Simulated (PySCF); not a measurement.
B3LYP has the VWN-RPA correlation part, as in Gaussian. Delta-SCF ions had no search for a lower state. Excitations are Tamm–Dancoff values on a coarser integration grid. The basis has no diffuse functions, so Rydberg states are missing or too high.

**C2H2O2, SMILES `O=C1OC1` (charge 0, multiplicity 1)**

The numbers are results of B3LYP-D3(BJ)/def2-TZVP run with PySCF, not measurements.

```
Quantity                                                        Result
--------------------------------------  ------------------------------
HOMO                                                          -8.10 eV
dipole moment                                                   3.31 D
LUMO                                                          -0.42 eV
HOMO–LUMO gap                                                  7.68 eV
S1 excitation (TDA)                                            5.84 eV
S1 oscillator strength                                           0.002
T1 excitation (TDA)                                            5.29 eV
S1–T1 gap (TDA)                                                0.55 eV
vertical ionisation energy (Delta-SCF)                        10.99 eV
total energy                                              -227.9102 Ha
cost                                    around 40 core-seconds (rough)
```

```xyz
6

O      1.9097    -0.5050    -0.0335
C      0.8198    -0.0430    -0.0249
C     -0.6243    -0.1043     0.0272
O      0.2372     1.1505    -0.0776
H     -1.1403    -0.1933     0.9756
H     -1.2021    -0.3048    -0.8669
```
